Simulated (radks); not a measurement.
Spin polarisation of the 4f4 shell in Nd+. Start: [Xe] 4f(up 2, down 2) 6s(up 0.5, down 0.5); electrons of 4f are moved from spin down to spin up, other shells keep equal spins. Method: non-relativistic Kohn-Sham, PBE, spin-polarised, spherical densities, point nucleus; computed with a radial shooting solver on a logarithmic mesh with Libxc functionals.

| moment (Bohr magnetons) | E - E(0) (eV) | e(4f up) (eV) | e(4f down) (eV) | 6s down minus up (eV) |
|---|---|---|---|---|
| 0 | 0.000 | -10.453 | -10.453 | 0.000 |
| 1 | -0.171 | -10.772 | -10.090 | 0.046 |
| 2 | -0.682 | -11.048 | -9.685 | 0.092 |
| 3 | -1.533 | -11.277 | -9.237 | 0.139 |
| 4 | -2.722 | -11.456 | -8.743 | 0.188 |

At moment 4 the spin-polarisation energy is -2.722 eV and the 4f exchange splitting 2.714 eV, that is 0.678 eV per Bohr magneton; E = -I m^2/4 would give I = 0.680 eV.
